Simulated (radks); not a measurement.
Species: Cd20+. Configuration: [Ar] 3d10 (the NIST ground configuration). All-electron calculation, scalar-relativistic Kohn-Sham, LB94 model potential, spin-polarised, spherical densities, finite nucleus; Fermi nuclear charge, rms radius 4.6087 fm. Program: a radial shooting solver on a logarithmic mesh with Libxc functionals.

Normalised radial functions P(r) = r R(r), r in bohr:

r	2p	3d
0.002272	0.0190	0.0000
0.003179	0.0344	0.0001
0.004449	0.0624	0.0003
0.006225	0.1125	0.0008
0.008642	0.1979	0.0020
0.01209	0.3465	0.0052
0.01692	0.5898	0.0128
0.02368	0.9633	0.0312
0.03314	1.4831	0.0730
0.046	2.0876	0.1594
0.06437	2.6502	0.3317
0.09007	2.8850	0.6299
0.126	2.5456	1.0592
0.175	1.7093	1.5082
0.2448	0.7761	1.7751
0.3426	0.2105	1.6275
0.4794	0.0285	1.0834
0.6656	0.0016	0.4783
0.9314	0.0000	0.1123

2p: eigenvalue -4150.6 eV, 0 radial nodes, <r> = 0.114 bohr, 90 % of the charge inside 0.186 bohr. 3d: eigenvalue -958.53 eV, 0 radial nodes, <r> = 0.325 bohr, 90 % of the charge inside 0.511 bohr.
